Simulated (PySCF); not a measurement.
# How methods differ on the ionisation energy of N²⁺

N²⁺ [He] 2s2 2p1 (2P) → N³⁺ [He] 2s2 (1S), as a difference of total energies. Calculation: PySCF 2.14, in dyall-acv3z (15s9p4d2f, 76 functions); the spin-free X2C one-electron Hamiltonian (Gaussian nucleus). Correlated levels: valence: 1s2 frozen; virtual orbitals above 40 to 60 times the deepest correlated orbital energy dropped. The calculations carry no spin-orbit coupling.

```csv
method,ionisation energy (eV)
UHF,47.295
MP2 (valence),47.486
SCS-MP2 (valence),47.431
CCSD (valence),47.240
CCSD(T) (valence),47.269
```

Q: How much does correlation contribute at CCSD(T) (valence)?

A: 47.269 − (47.295) = -0.026 eV, measured against UHF.

A first-order spin-orbit estimate (lowest level to lowest level, LS coupling) adds 0.015 eV.

Errors of the correlated levels include the incompleteness of this basis and the frozen core.

The coupled-cluster amplitudes are large for N³⁺ (T1 above 0.03 or a double amplitude above 0.15), so a single reference is strained.

For comparison: 47.445 eV (semi-empirical (NIST evaluation); NIST Atomic Spectra Database, ionization energies).
